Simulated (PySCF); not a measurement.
Isomers of C7H6O2. Theory: PBE0-D3(BJ)/def2-SVP geometry optimisation, gas phase (PySCF). Energies are electronic, without zero-point or thermal terms, for one conformer each. No frequencies were run at this level. Point groups hold within 0.08 Å.

Question: Order them by energy at this level, lowest first, and give relative energies in kcal/mol.
A. `[O:1]=[CH:2][O:3][c:4]1[cH:5][cH:6][cH:7][cH:8][cH:9]1` with O1–C2–O3–C4 -1°, C2–O3–C4–C5 4° (phenyl formate)
B. p-toluquinone (`CC1=CC(=O)C=CC1=O`)
C. `[O:1]=[CH:2][c:3]1[cH:4][cH:5][cH:6][cH:7][c:8]1[OH:9]` with O1–C2–C3–C4 180°, C7–C8–O9–H 180° (salicylaldehyde)
D. `[O:1]=[C:2]([OH:3])[c:4]1[cH:5][cH:6][cH:7][cH:8][cH:9]1` with O1–C2–O3–H 0°, O1–C2–C4–C5 0°

Answer: D (0.0), C (11.5), A (18.5), B (37.6).

As drawn, the lowest has an aromatic ring, an O–H bond and a C(=O)–O unit, which the highest lacks; the highest has a C=C bond outside aromatic rings, which the lowest lacks.

| SMILES | E (Eh) | E rel (kcal/mol) | dipole (D) | point group | A, B, C (MHz) |
| --- | --- | --- | --- | --- | --- |
| O=C(O)c1ccccc1 | -420.06150 | 0.0 | 1.84 | Cs | 3893, 1230, 934.6 |
| O=Cc1ccccc1O | -420.04312 | 11.5 | 2.81 | Cs | 3266, 1501, 1028 |
| O=COc1ccccc1 | -420.03208 | 18.5 | 1.67 | near Cs | 4296, 1162, 914.8 |
| CC1=CC(=O)C=CC1=O | -420.00151 | 37.6 | 0.76 | – | 2987, 1438, 976.3 |
